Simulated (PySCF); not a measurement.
Species: C8H13P.
Numbering: `[CH2:1]=[CH:2][C:3]1=[C:4]([CH:5]([CH3:6])[CH3:7])[P:8]1[CH3:9]`

NICS = −σ at a ghost point: NICS(0) at the centroid of the ring atoms, NICS(1) 1 Å to either side along the normal of their mean plane, zz for the tensor component along that normal. Level: GIAO PBE0/pcSseg-1 (PySCF, non-relativistic, gas phase) on the GFN2-xTB geometry, one conformer.

Ring bond lengths (Å), with Mayer bond orders in brackets: C3–C4 1.320 (1.61), C4–P8 1.838 (0.90), P8–C3 1.844 (0.88).

What do the NICS probes read (ppm)?

```
    ring                                                     type  NICS(0)  NICS(1), two faces  NICS(1)zz, two faces  rms pucker (Å)  centre to ring atoms, mean (Å)
C3–C4–P8  3-membered ring with P; formal bonds 1 double, 2 single    -27.5        -5.7 / -10.4         -13.5 / -19.1            0.00                            0.96
```

What do they say, and how far can they be read as aromaticity?

- C3–C4–P8: mean NICS(1)zz -16.3 ppm, shielded. A hydrogen on C9, outside the ring, lies 1.56 Å from a NICS(1) probe. The two faces differ by 5.6 ppm, so no symmetry operation interchanges them. NICS(0) lies 19 ppm below the mean NICS(1).

How equal are the bonds by HOMA? HOMA = 1 − mean of α(R − Ropt)² over the ring bonds, with Krygowski's 1993 parameters (CC: Ropt 1.388 Å, α 257.7 Å⁻²; CP: Ropt 1.698 Å, α 118.91 Å⁻²).

- C3–C4–P8: HOMA -1.02; the largest term is that of P8–C3, α(R − Ropt)² = 2.54.

Give the inner angles of the rings and the Hirshfeld charges of the ring atoms.

- C3–C4–P8: C3 68.7° (-0.048 e), C4 69.2° (-0.025 e), P8 42.0° (+0.092 e); sum 180.0° against 180° for a flat convex ring.

What are the shieldings of the ring atoms and their hydrogens in the same run (means over atoms taken as equivalent)?

| atoms | environment | σ isotropic (ppm) | principal values of the symmetric part, first atom (ppm) |
| --- | --- | --- | --- |
| C3 | fully substituted alkene carbon | 55.6 | -63.7, 77.0, 153.6 |
| C4 | fully substituted alkene carbon | 35.5 | -73.7, 35.9, 144.3 |
| P8 | phosphine phosphorus | 535.9 | 290.2, 319.7, 997.7 |

Conformer computed: `[CH2:1]=[CH:2][C:3]1=[C:4]([CH:5]([CH3:6])[CH3:7])[P:8]1[CH3:9]`: C1–C2–C3–C4 -178°, C3–C4–C5–C6 0°.
